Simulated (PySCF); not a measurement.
Si(H)(F)(Br)(NH2), SMILES N[SiH](Br)F at its B3LYP/def2-SVP optimised geometry (Å):

```
7

Si    -0.7729    -0.6477     0.0000
N      0.9288    -0.6477     0.0000
F     -1.4385    -1.3264    -1.3205
Br    -1.4735     1.4681     0.0000
H     -1.2919    -1.3972     1.1608
H      1.4637    -1.4681     0.2677
H      1.4735     0.0119    -0.5457
```

Computed with B3LYP/def2-TZVP in PySCF 2.14.0. Cells within 0.4 Å of a nucleus heavier than hydrogen are left out (blank, or x).

Map of the Laplacian of the electron density (e/bohr⁵), clipped to [-1.50, 1.50] on the plane z = 0.0 Å:

```
|555555555555555555555555555|
|555555555555555555555555555|
|555555555555555555555555555|
|555555555555555555555555555|
|555555555555555555555555555|
|555555588555555555555555555|
|555555999955555555555555555|
|5555589xx995555555555555555|
|5555589xx995555555555555555|
|555555999955555555555555555|
|555555599545555555555555555|
|555555544445555555555555555|
|555555554445555555555555555|
|555555554687555555555555555|
|5555555579x99554x0355555555|
|555555559xxx9530xx365555555|
|555555559xxx9540xx365555555|
|555555556999855520255555555|
|555555555576555554345555555|
|555555555555555555455555555|
|555555555555555555555555555|
|555555555555555555555555555|
|555555555555555555555555555|
|555555555555555555555555555|
|555555555555555555555555555|
|555555555555555555555555555|
|555555555555555555555555555|
```
Scale: ten equal steps from -1.50 (start of '0') to 1.50 (end of '9'), in the order '0123456789'; x runs from -3.50 to 3.50, y from -3.50 (bottom) to 3.50 (top).
